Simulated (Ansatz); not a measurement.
Program: Ansatz 0.2.0.

`B[CH2][Al]([CH3])[SiH3]` at its PBE0-D4/def2-TZVP geometry, where that method's forces vanish. Total charge 0; spin multiplicity 1.

| atom | x (Å) | y (Å) | z (Å) |
| --- | --- | --- | --- |
| B1 | -0.0331 | -1.9127 | -1.3728 |
| C2 | 0.9126 | -0.7431 | -1.3312 |
| Al3 | 0.0429 | 0.4310 | 0.0320 |
| C4 | -0.7550 | 2.1025 | -0.5761 |
| Si5 | 0.1419 | -0.2486 | 2.3902 |
| H6 | -0.9379 | -1.9454 | -2.1622 |
| H7 | 0.0323 | -2.7843 | -0.5488 |
| H8 | 0.9981 | -0.1057 | -2.2138 |
| H9 | 1.8727 | -0.9059 | -0.8258 |
| H10 | -1.3607 | 2.5931 | 0.1890 |
| H11 | -1.3789 | 1.9410 | -1.4607 |
| H12 | 0.0313 | 2.8069 | -0.8721 |
| H13 | 1.2821 | -1.1676 | 2.6706 |
| H14 | 0.2607 | 0.9132 | 3.3188 |
| H15 | -1.1089 | -0.9744 | 2.7630 |

Question: For each bond, give half the difference of the two atoms' forces along it (eV/Å; positive pushes the atoms apart) under PBE-D4, r2SCAN-D4, B3LYP-D4, ωB97M-V in def2-TZVPP. (Estimate.)

Answer: The calculation gave: 
| bond | length (Å) | PBE-D4 | r2SCAN-D4 | B3LYP-D4 | ωB97M-V |
| --- | --- | --- | --- | --- | --- |
| B1–C2 | 1.505 | -0.02 | 0.03 | 0.09 | 0.10 |
| B1–H6 | 1.201 | 0.05 | -0.03 | -0.10 | -0.11 |
| B1–H7 | 1.201 | 0.04 | -0.03 | -0.10 | -0.10 |
| C2–Al3 | 1.998 | 0.08 | 0.00 | 0.04 | 0.02 |
| C2–H8 | 1.092 | 0.10 | -0.01 | -0.04 | -0.06 |
| C2–H9 | 1.097 | 0.12 | 0.00 | -0.05 | -0.06 |
| Al3–C4 | 1.949 | 0.00 | -0.02 | 0.04 | 0.02 |
| Al3–Si5 | 2.456 | -0.13 | 0.00 | 0.01 | 0.01 |
| C4–H10 | 1.092 | 0.11 | -0.01 | -0.04 | -0.04 |
| C4–H11 | 1.095 | 0.11 | 0.00 | -0.04 | -0.04 |
| C4–H12 | 1.096 | 0.12 | 0.01 | -0.03 | -0.04 |
| Si5–H13 | 1.491 | 0.09 | -0.01 | -0.06 | -0.09 |
| Si5–H14 | 1.492 | 0.10 | -0.01 | -0.06 | -0.09 |
| Si5–H15 | 1.493 | 0.11 | -0.01 | -0.06 | -0.10 |

B3LYP here is the variant with VWN-RPA as its local correlation; programs differ in this.
